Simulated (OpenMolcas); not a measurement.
# Zr III: from CASSCF to CASPT2

```yaml
Program: OpenMolcas
Basis: ANO-RCC-VQZP [8s7p5d3f2g1h]
Scalar_Hamiltonian: DKH2, point nucleus
Active_space: 2 electrons in 5 orbitals (4d)
State_averaging: 2S+1 = 3 even, 10 roots; 2S+1 = 1 even, 15 roots
Spin-orbit_coupling: RASSI with atomic mean-field integrals over the reference wave functions, term energies averaged over their components
```

Methods on the same reference wave functions:
A. CASSCF
B. SS-CASPT2, IPEA 0.25 Eh, imaginary shift 0.1 Eh (closed shells correlated: 4s 4p)

Energies in cm-1 above 4d2 3F2, the measured ground level; measured values from Moore, Atomic Energy Levels, vol. II, NSRDS-NBS 35 (1971 reprint of NBS Circular 467, 1952); NIST levels as listed in Rynkun, Gaigalas and Jonsson, Astron. Astrophys. 637, A10 (2020).

```
  Level      A      B  Measured
4d2 3F2    0.0    0.0       0.0
4d2 3F3    674    708       681
4d2 3F4   1500   1530      1486
4d2 1D2   9162   5290      5742
4d2 3P0  10240   8630      8062
4d2 3P1  10496   8910      8326
4d2 3P2  11122   9420      8838
4d2 1G4  13837  11250     11049
4d2 1S0  32969  23530     23979
```

Deviations, from unrounded energies. A percentage is the sum of absolute deviations over the sum of measured energies, with the sign that they share, or ± where signs differ.

```json
{"Against measurement": "mean absolute deviation (cm-1)", "Levels": "8", "A": "2700", "B": "360"}
{"Against measurement": "fine structure of the ground term (%)", "Levels": "2", "A": "±0.9", "B": "+3.3"}
{"Against measurement": "other terms of the ground configuration (%)", "Levels": "6", "A": "+33.1", "B": "±4.3"}
```

B lies closest to measurement on these levels. The largest miss of B in the table is 4d2 3P1, by +580 cm-1. The ranking rests on the paired levels alone, and a cruder setting can come out closer through cancelling errors.

From A to B the spin-free energies of the other terms of 4d2 shown, above 3F, scale by factors of 0.52 to 0.83.

The lowest spin-free term lies below A's lowest term by 0.284 hartree in B.

Term energies are means over components that CASPT2 splits; among the terms shown or strongly mixed into the levels shown the widest spread is 640 cm-1 (4d2 1G, B). Levels of configurations with an s electron are missing; early in the row they begin among the upper levels of the d shell and mix with terms of their name. Without dynamic correlation excited terms often stand tens of per cent too high (terms of higher spin than the ground term too low), and those without a measured partner can miss by more than the paired ones (holds for A). Some levels mix across a computed gap that differs much from the measured one, so their mixing is not that of the real levels (holds for A). Measured partners are found by configuration, term and J. A level has none where our copy of the source lacks it or the pairing is in doubt (some pairs that miss far off the trend of their configuration count as doubtful), and it then counts in no deviation. Levels of configurations outside the active space are missing.
